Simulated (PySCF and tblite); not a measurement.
Values are calculated unless marked as measured or tabulated.
Pyramidal inversion: stationary points, barriers and rates

System: C5H11NS, numbered as in [CH3:1][N:2]1[CH2:3][CH2:4][CH2:5][S:6][CH2:7]1.

Motion: pyramidal inversion at N2. Geometries: GFN2-xTB; energies: PBE0/pcSseg-1 + D3(BJ); zero-point and thermal terms from GFN2-xTB harmonic modes (soft modes blended into free rotors). Rate constants are transition-state-theory values, counting equivalent paths, without tunnelling. (PySCF 2.14 with density fitting, tblite 0.8.)

```
 point  symmetry  E(GFN2) kcal/mol  E(DFT) kcal/mol  ZPE change kcal/mol  lowest mode cm⁻¹  dipole D
 start        C1               0.0              0.0                 0.00               142      1.81
saddle        C1               6.1              6.7                -0.99              176i      2.30
   end        C1               3.6              2.3                -0.44               123      2.24
```

* Electronic barrier: 6.7 kcal/mol
* Barrier with zero-point energy: 5.7 kcal/mol
* ΔH‡ (298 K): 5.6 kcal/mol
* ΔS‡ (298 K, symmetry apart): -0.3 cal/(mol K)
* Paths: 1 equivalent path
* End point: a different minimum
* Mean lifetime of the start against this motion at 298 K: 2.4 ns
* Cost: 94 s on 1 thread of Arm Neoverse V1 (shared host) (rough), peak memory 0.86 GiB, launched as `OMP_NUM_THREADS=1 python ens_run.py task.json out`

| T/K | ΔG‡ kcal/mol | k s⁻¹ | ΔG kcal/mol | k back s⁻¹ |
| --- | --- | --- | --- | --- |
| 150 | 5.7 | 1.8×10⁴ | 1.9 | 9.6×10⁶ |
| 200 | 5.7 | 2.8×10⁶ | 1.9 | 2.9×10⁸ |
| 250 | 5.7 | 5.8×10⁷ | 1.8 | 2.3×10⁹ |
| 298 | 5.7 | 4.2×10⁸ | 1.8 | 8.9×10⁹ |
| 350 | 5.7 | 1.9×10⁹ | 1.8 | 2.5×10¹⁰ |
| 400 | 5.8 | 5.6×10⁹ | 1.8 | 5.3×10¹⁰ |
| 500 | 6.0 | 2.6×10¹⁰ | 1.8 | 1.5×10¹¹ |

ΔG and ΔG‡ leave out symmetry numbers and mirror images; rates count paths: 1 out, 1 back.
